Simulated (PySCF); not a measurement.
SMILES IB(I)C, singlet (PBE0/def2-SVP optimised geometry):

```
7

B     -0.161     0.148     0.000
I     -1.181     2.021     0.000
I      1.972     0.148     0.000
C     -0.953    -1.191    -0.057
H     -0.420    -2.021     0.430
H     -1.051    -1.463    -1.125
H     -1.972    -1.107     0.348
```

Level of theory: PBE0/def2-TZVP, def2 effective core potentials past Kr (PySCF).

Q: What are the frontier orbital energies and the dipole moment?

A: HOMO-2 -7.88 eV, HOMO-1 -7.76 eV, HOMO -7.36 eV, LUMO -1.93 eV, LUMO+1 -0.26 eV; dipole moment 1.28 D.

On the same geometry PBE/def2-TZVP, def2 effective core potentials past Kr (PySCF 2.14.0) gives HOMO-2 -6.72 eV, HOMO-1 -6.68 eV, HOMO -6.25 eV, LUMO -2.75 eV, LUMO+1 -1.11 eV; dipole moment 1.18 D.
